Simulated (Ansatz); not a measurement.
Coupled-cluster run, `C[Se][GeH2][OH]`.

```yaml
crystal:
  periodic: [false, false, false]
  atoms:
    - {symbol: C, position_ang: [0.797427, 1.609275, 0.008573]}
    - {symbol: Se, position_ang: [-0.026132, 0.599573, 1.470839]}
    - {symbol: Ge, position_ang: [-1.015509, -1.034654, 0.121825]}
    - {symbol: O, position_ang: [0.237474, -1.947433, -0.758713]}
    - {symbol: H, position_ang: [0.029476, 2.075621, -0.605127]}
    - {symbol: H, position_ang: [1.422544, 0.952889, -0.592438]}
    - {symbol: H, position_ang: [1.412283, 2.378063, 0.473091]}
    - {symbol: H, position_ang: [-1.821492, -1.954302, 1.056204]}
    - {symbol: H, position_ang: [-1.852069, -0.421537, -1.007880]}
    - {symbol: H, position_ang: [0.899196, -2.308594, -0.163373]}
basis:
  gaussian: {orbitals: def2-TZVPP}
correlation: {method: ccsd_t}
```

```sh
$ ansatz run in.yaml --threads 4 --pin off --events-out ev --progress --plain --max-ram 10444MiB
```

Output of Ansatz, abridged:

```
Functional definition: HF
1498 factors; integrals over basis functions are off by at most 7.7e-4 eV
mean field evaluation 1: about -124938.2157 eV, gradient 4.1e1 eV
mean field evaluation 2: about -124938.4163 eV, gradient 4.1e1 eV
mean field evaluation 4: about -124941.9454 eV, gradient 3.7e0 eV
mean field evaluation 8: about -124942.0024 eV, gradient 2.6e-1 eV
mean field -124942.00274040 eV, -4591.5339119786 hartree, gradient 2.2e-6 eV, S^2 0.000000; 0 other end points of the search recorded, 0 dependent functions left out
20 core orbitals not correlated: weight in the atoms' cores, before any rotation towards them, 1.000 or more for the frozen orbitals, at most 0.000 for the correlated occupied ones
reference -124942.00274040 eV, -4591.5339119786 hartree; 23, 23 occupied and 199, 199 virtual orbitals, 1498 factors
second order -25.96956982 eV of doubles, -0.00000000 eV of singles
cycle   1  -25.80924783 eV  change    1.6e-1 eV  update   1.1e-1
cycle   2  -26.52430939 eV  change   -7.2e-1 eV  update   3.2e-2
cycle   3  -26.64047220 eV  change   -1.2e-1 eV  update   1.6e-2
cycle   4  -26.62569452 eV  change    1.5e-2 eV  update   3.8e-3
cycle   5  -26.62458232 eV  change    1.1e-3 eV  update   1.8e-3
cycle   6  -26.62540686 eV  change   -8.2e-4 eV  update   5.4e-4
cycle   7  -26.62508476 eV  change    3.2e-4 eV  update   2.2e-4
cycle   8  -26.62502027 eV  change    6.4e-5 eV  update   7.0e-5
cycle   9  -26.62504756 eV  change   -2.7e-5 eV  update   2.9e-5
perturbative correction -1.00229923 eV, -0.0368338172 hartree
Total energy: -124969.63008719 eV, -4592.5491982465 hartree
```

It took 4 min on 4 threads of an Arm Neoverse V2 on a shared host, with 5 GiB of host memory at the peak.

MP2 recovers 94.0 % of the CCSD(T) correlation energy and the triples give 3.6 %; T1 = 0.0105.
